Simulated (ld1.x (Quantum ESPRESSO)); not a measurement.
# What one change does to a pseudopotential (silicon (Si), PAW)

```
Element                 : Si (Z = 14)
Generator               : ld1.x (Quantum ESPRESSO) 7.5
Type                    : PAW
Functional              : LDA (PZ)
Relativity              : non-relativistic
Frozen core             : [Ne]
Valence charge          : 4
Reference configuration : 3s2 3p1.5 (charge +0.5)
Partial waves           : 3s (bound): rcut 1.65, rcutus 1.85 bohr; 3s channel at 3.2 Ry: rcut 1.65, rcutus 1.85 bohr; 3p (bound): rcut 1.30, rcutus 1.65 bohr; 3p channel at 4.35 Ry: rcut 1.30, rcutus 1.65 bohr
Local potential         : all-electron potential smoothed inside 1.70 bohr (lloc = -2)
Core correction         : Bessel-smoothed model core inside 1.35 bohr
Augmentation charge     : PSQ, inside the norm-conserving radii
```

Change: scalar-relativistic.

Cutoffs: the cutoffs (Ry, on a coarse ladder) from which the occupation-weighted sum of valence levels, in a spherical-Bessel basis at the reference potential, stays within 10 and 1 mRy of its value at 400 Ry; they do not see the model core or the augmentation charge, which bear on the density cutoff. Errors are all-electron minus pseudo energies relative to the spin-unpolarised reference configuration.

Task: Predict the effect on cutoff, ghosts and configuration errors.

Result: Both files are so soft that the ladder of cutoffs tells neither apart; of the 9 tests that both files solve, the error grows in 1 and shrinks in 0 by more than 15 % and 0.3 meV (median size 0.5 → 0.6 meV); neither file shows a bound ghost.

| quantity | base | changed |
| --- | --- | --- |
| cutoff, loose | 8 Ry | 8 Ry |
| cutoff, tight | 12 Ry | 12 Ry |
| bound ghosts | none | none |
| error for 3s2 3p2, meV [ΔE -2.97 → -2.96 eV] | 0.0 | +0.1 |
| error for 3s2 3p1, meV [ΔE 4.87 → 4.86 eV] | -0.3 | -0.6 |
| error for 3s2 3p0, meV [ΔE 21.00 → 20.98 eV] | -8.9 | -9.8 |
| error for 3s0 3p4, meV [ΔE 10.69 → 10.81 eV] | -1.6 | -1.8 |
| error for 3s1 3p3, meV [ΔE 3.78 → 3.84 eV] | -0.3 | -0.4 |
| error for 3s1 3p0, meV [ΔE 55.07 → 55.12 eV] | -63 | -65 |
| error for 3s1 3p2, meV [ΔE 12.22 → 12.28 eV] | -1.5 | -1.9 |
| error for 3s2 3p1.5 (spin-polarised), meV [ΔE -0.40 eV] | -0.4 | -0.4 |
| error for 3s2 3p2 (spin-polarised), meV [ΔE -3.58 → -3.58 eV] | -0.5 | -0.3 |
| s: phases at 2.00 bohr within 0.05 rad from the reference energy up to (Ry; the scan ends near 5) | to the end of the scan | to the end of the scan |
| p: phases at 2.00 bohr within 0.05 rad from the reference energy up to (Ry; the scan ends near 5) | to the end of the scan | to the end of the scan |
| lowest overlap eigenvalue by channel | s 0.57, p 0.74 | s 0.57, p 0.74 |
